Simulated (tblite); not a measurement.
Question: Write Cartesian coordinates for InChI=1S/CH12OSi5/c1-6-3-4-7(2)5-6/h2,6-7H,3-5H2,1H3/t6-,7+/m1/s1 as optimised with GFN2-xTB.

Answer: 
```xyz
19
CH12OSi5 angstrom
C      2.4595   -0.5539    0.9713
Si     1.5841    0.3626   -0.4555
Si     0.1849    2.0126    0.4647
Si    -2.0161    1.2399    0.2907
Si    -1.8920   -0.9072   -0.6258
O     -1.7498   -1.9960    0.5992
Si     0.2059   -1.1498   -1.6045
H      3.1613   -1.2965    0.6026
H      3.0112    0.1282    1.6120
H      1.7335   -1.0721    1.5922
H      2.6747    0.9287   -1.2744
H      0.3438    3.3019   -0.2235
H      0.5436    2.3378    1.8543
H     -2.8304    2.1285   -0.5502
H     -2.7250    1.2733    1.5828
H     -3.0872   -1.2978   -1.3965
H     -2.4483   -2.1461    1.2293
H      0.7167   -2.5256   -1.6535
H      0.1196   -0.7592   -3.0227
```

Any rigid rotation of these coordinates is as good. Atoms count from 1 in this order. The Si–Si distances run from 2.328 Å (Si5–Si7, drawn single) to 2.351 Å (Si2–Si3, drawn single), a spread of 0.023 Å. Si7 (SiH2 silicon) is distorted tetrahedral (angles from 103.7° to 115.2°). Si5 (oxygen-bound silicon) is distorted tetrahedral (angles from 99.6° to 118.9°). The 5-membered ring Si2–Si3–Si4–Si5–Si7 has internal angles of 104.8° to 108.0°; it is puckered, 0.17 Å rms from its mean plane, widest ring torsion 25°.

Bonds between heavy atoms (Å): C1–Si2 1.908, Si2–Si3 2.351, Si3–Si4 2.339, Si4–Si5 2.338, Si5–O6 1.645, Si5–Si7 2.328, Si2–Si7 2.347.

The geometry is computed with GFN2-xTB (gas phase).

Point group: C1 (no symmetry element, even within 0.4 Å). Its GFN2-xTB frequencies are all real (lowest 26 cm⁻¹). One conformer, not necessarily the lowest (Si4–Si5–O6–H 66°, C1–Si2–Si3–Si4 -105°, Si2–Si3–Si4–Si5 3°, Si3–Si4–Si5–O6 89°, Si4–Si5–Si7–Si2 25°).
